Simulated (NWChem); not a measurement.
System: C₂H₅FOSi; SMILES F[SiH2]CC=O

The following NWChem deck was run.

```
start job
memory heap 200 mb stack 900 mb global 1100 mb
geometry units angstroms noautosym nocenter noautoz
  O      0.273392    -2.364889     0.528821
  C      0.377843    -1.533846    -0.347377
  C     -0.669015    -0.498567    -0.661819
  Si    -0.412813     1.113099     0.301640
  F      0.959699     1.816689    -0.184039
  H      1.299772    -1.475163    -0.967300
  H     -0.677171    -0.263538    -1.733677
  H     -1.655083    -0.880841    -0.366736
  H     -0.317644     0.830332     1.752906
  H     -1.544071     2.029195     0.009264
end
basis spherical
  * library pcsseg-1
end
dft
  xc kt2
  iterations 150
end
property
  shielding
end
task dft property
```

The geometry was optimised at B3LYP/6-31G* (spherical d).

GIAO values for the isolated, static molecule; σ is the absolute isotropic shielding, δ = σ(reference) − σ with the isolated reference molecule computed at the same levels (13C: tetramethylsilane, 19F: trichlorofluoromethane, 1H: tetramethylsilane, 17O: water).

Atoms are numbered as in the input.

### Question
Give the results of this calculation. (KT2/pcSseg-1, GIAO.) Quantities: δ O1 (ppm); δ C2 (ppm); δ F5 (ppm); δ H6 (ppm); δ H8 (ppm); δ H9 (ppm); δ H10 (ppm).

### Answer
```yaml
"δ O1 (ppm)": 663.5
"δ C2 (ppm)": 188.7
"δ F5 (ppm)": -256.8
"δ H6 (ppm)": 9.89
"δ H8 (ppm)": 1.64
"δ H9 (ppm)": 5.42
"δ H10 (ppm)": 5.53
```
